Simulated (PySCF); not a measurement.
**Magnetic susceptibility: SMILES CCC(F)(F)S(=O)(=O)Cl, C3H5ClF2O2S**

Geometry:
| atom | x (Å) | y (Å) | z (Å) |
| --- | --- | --- | --- |
| C1 | -1.542 | -0.350 | -0.501 |
| C2 | -0.861 | 0.695 | 0.375 |
| C3 | 0.465 | 0.195 | 0.874 |
| F4 | 1.170 | 1.130 | 1.534 |
| F5 | 0.396 | -0.881 | 1.669 |
| S6 | 1.542 | -0.312 | -0.574 |
| O7 | 1.262 | -1.655 | -0.953 |
| O8 | 1.463 | 0.717 | -1.556 |
| Cl9 | 3.394 | -0.274 | 0.221 |
| H10 | -2.524 | 0.008 | -0.800 |
| H11 | -1.662 | -1.286 | 0.040 |
| H12 | -0.953 | -0.541 | -1.393 |
| H13 | -1.486 | 0.947 | 1.237 |
| H14 | -0.663 | 1.605 | -0.195 |

Method: PySCF, GIAO BP86/STO-3G magnetisability, non-relativistic, IEF-PCM methanol. Geometry: GFN2-xTB.

(1) What are the magnetisability and the molar susceptibility?

(2) Split it along the inertial axes a, b, c into diamagnetic and paramagnetic parts about the centre of mass, with the quadrupole moment.

Answers

(1) Isotropic -1287 × 10⁻³⁰ J/T², or -77.5 × 10⁻⁶ cm³/mol; principal values -1433, -1235, -1192 × 10⁻³⁰ J/T², anisotropy 222 × 10⁻³⁰ J/T² (root of half the summed squared differences of the principal values). The susceptibility is in cgs units.

(2) 
| axis | χ (10⁻⁶ cm³/mol) | diamagnetic (10⁻⁶ cm³/mol) | paramagnetic (10⁻⁶ cm³/mol) | summed x² of all electrons (Å²) | quadrupole Θ (D Å) |
| --- | --- | --- | --- | --- | --- |
| a | -85.0 | -718.1 | 633.1 | 215.0 | +0.98 |
| b | -75.5 | -1179.0 | 1103.5 | 106.3 | +0.32 |
| c | -71.9 | -1363.0 | 1291.1 | 62.9 | -1.30 |

Anisotropies 2χaa − χbb − χcc = -22.5 and 2χbb − χaa − χcc = +5.8 × 10⁻⁶ cm³/mol. Θ is traceless in Buckingham's convention.
